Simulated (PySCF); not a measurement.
diboron dicarbonyl (C2B2O2), SMILES C(#[O+])[B-]#[B-]C#[O+]. The structure is a stationary point at PBE0-D3(BJ)/def2-SVP.

Computed equilibrium geometry at PBE0-D3(BJ)/def2-SVP (PySCF confirms it by a frequency run) as Cartesian coordinates in Å, and its point group:
point group D∞h.
```xyz
6

O      0.0000     0.0000    -3.3271
C      0.0000     0.0000    -2.1775
B      0.0000     0.0000    -0.7317
B      0.0000     0.0000     0.7317
C      0.0000     0.0000     2.1775
O      0.0000     0.0000     3.3271
```
